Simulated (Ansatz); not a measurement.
Start from `C[Si@H](O)N[Si@@H](O)F` and change one atom or group (the configuration at a centre changes too) to get `O[Si@H](F)N[Si@H](O)Cl`.

Ansatz, PBE0-D4/def2-TZVP geometries, multiplicity 1. Each molecule was computed in one conformer, which needn't be the lowest.

| property | `C[Si@H](O)N[Si@@H](O)F` |
| --- | --- |
| HOMO–LUMO gap (PBE0/def2-TZVPP) / eV | 8.63 |
| size of the dipole moment (B3LYP/def2-TZVPP) / D | 0.99 |
| LUMO energy (PBE0/def2-TZVPP) / eV | 0.56 |
| HOMO–LUMO gap (PBE/def2-TZVPP) / eV | 6.30 |
| HOMO–LUMO gap (B3LYP/def2-TZVPP) / eV | 8.03 |
| size of the dipole moment (ωB97M-V/def2-TZVPP) / D | 0.99 |

Task: What does the change do to each property? (Best estimate.)

Result: The calculation gave: 
```tsv
property	`O[Si@H](F)N[Si@H](O)Cl`	shift
HOMO–LUMO gap (PBE0/def2-TZVPP) / eV	8.87	0.24
size of the dipole moment (B3LYP/def2-TZVPP) / D	2.75	1.76
LUMO energy (PBE0/def2-TZVPP) / eV	0.30	-0.26
HOMO–LUMO gap (PBE/def2-TZVPP) / eV	6.52	0.22
HOMO–LUMO gap (B3LYP/def2-TZVPP) / eV	8.25	0.22
size of the dipole moment (ωB97M-V/def2-TZVPP) / D	2.76	1.77
```

With PBE0 the HOMO falls by 0.49 eV and the LUMO falls by 0.26 eV, so the gap widens by about 0.23 eV. PBE moves the HOMO by -0.49 eV and ωB97M-V by -0.46 eV. Dipoles are sizes alone; their direction can turn.

B3LYP here is the variant with VWN-RPA as its local correlation; programs differ in this.
